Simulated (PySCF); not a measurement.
**Correlation energy of B⁺ (boron, charge +1)**

[He] 2s2, closed-shell 1S. Computed with PySCF 2.14 in Sapporo-DZP-2012 (4s3p1d, 18 functions), with scalar relativity by spin-free X2C-1e. Frozen: 1s2; 2 electrons correlated.

Total MP2 correlation energy: -33.35 mhartree.

Same-spin part 0.00 and opposite-spin part -33.35 mhartree; SCS-MP2 scales them by 1/3 and 6/5 to -40.02 mhartree.

With two correlated electrons CCSD is exact within the correlated space (frozen core and kept virtual orbitals).

| level | correlation energy (mhartree) |
| --- | --- |
| CCSD | -59.28 |

Diagnostics: T1 = 0.012, D1 = 0.0176, largest double amplitude 0.152.

Problem. Is a single reference adequate?

Solution. Not fully. A double-excitation amplitude exceeds 0.15, a sign of near-degeneracy.
